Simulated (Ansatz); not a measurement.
BGeH5 (SMILES [BH2][GeH3]): the vertical electron affinity from total energies

BGeH5: 7 atoms, total charge 0, spin state singlet. As SMILES, `[BH2][GeH3]`. Geometry: relaxed at PBE0-D4/def2-TZVP.

```xyz
7

B     0.0075   -1.2198    0.2681
Ge    0.0489    0.7861   -0.1834
H    -1.0444   -1.7846    0.3128
H     0.9977   -1.8493    0.4886
H    -0.6011    1.0197   -1.5622
H    -0.7998    1.5662    0.8407
H     1.4525    1.4137   -0.2103
```

Both states at this one shape; open shells run unrestricted unless said. 1 Eh = 27.2114 eV.

```tsv
level	program	singlet BGeH5 (Eh)	doublet [BGeH5]− (Eh)
PBE/aug-cc-pVDZ	Ansatz	-2104.394538	-2104.421616
r2SCAN/aug-cc-pVDZ	Ansatz	-2104.736404	-2104.764679
CCSD(T)/aug-cc-pVDZ, 10 core orbitals frozen	Ansatz	-2103.154542	-2103.172010
```

**Question.** Work out the vertical electron affinity, E(N) − E(N+1), at each level.

**Answer.** 
1. PBE/aug-cc-pVDZ: -2104.394538 − (-2104.421616) = 0.027078 Eh = 0.74 eV.
2. r2SCAN/aug-cc-pVDZ: -2104.736404 − (-2104.764679) = 0.028275 Eh = 0.77 eV.
3. CCSD(T)/aug-cc-pVDZ: -2103.154542 − (-2103.172010) = 0.017468 Eh = 0.48 eV.

No measured value is set beside it here; the levels span 0.48 to 0.77 eV. All-electron rows are non-relativistic unless named.
